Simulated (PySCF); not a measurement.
**Working with the constants of HgH**

PBE0 constants of HgH, ²Σ⁺ (doublet), unpaired electrons σ ↑ (basis Hg cc-pVDZ-PP with ECP60, H cc-pVDZ; scalar-relativistic core potentials; PySCF 2.14; masses 201.9706 and 1.0078 u):

- ωe: 1347.5 cm⁻¹
- ωexe: 82.7 cm⁻¹
- Be: 5.4023 cm⁻¹
- αe: 0.347 cm⁻¹
- De to Hg + H: 0.459 eV

**Question.** What force constant and bond length do these constants imply?

**Answer.** Reduced mass μred = 1.0028 u; k = 5.8918×10⁻⁷·μred·ωe² (u, cm⁻¹, mdyn/Å) = 1.07 mdyn/Å; Re = √(16.8576/(μred·Be)) (u, cm⁻¹, Å) = 1.764 Å.

**Question.** Estimate the centrifugal constant D from the Kratzer relation and find the Dunham coefficient a1.

**Answer.** D = 4Be³/ωe² = 0.000347 cm⁻¹; a1 = −1 − αeωe/(6Be²) = -3.67.

Spin–orbit coupling is left out. The state was picked by a PBE0 search and need not be the measured ground state.
